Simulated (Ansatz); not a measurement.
Species: C$_{4}$H$_{3}$N, SMILES `C#CCC#N` (charge 0, multiplicity 1).

### Question
Give a relaxed geometry from Ansatz (a first-principles code) with B3LYP-D3(BJ)/def2-TZVP.

### Answer
the end point of this relaxation (outside a Z-matrix the atoms follow the SMILES, hydrogens last).
Cartesian coordinates (Å) in one orientation:
```xyz
8

C      1.988     0.196    -0.150
C      0.830    -0.104    -0.173
C     -0.580    -0.481    -0.196
C     -1.458     0.609    -0.629
N     -2.162     1.451    -0.967
H      3.016     0.465    -0.132
H     -0.733    -1.332    -0.866
H     -0.901    -0.804     0.799
```
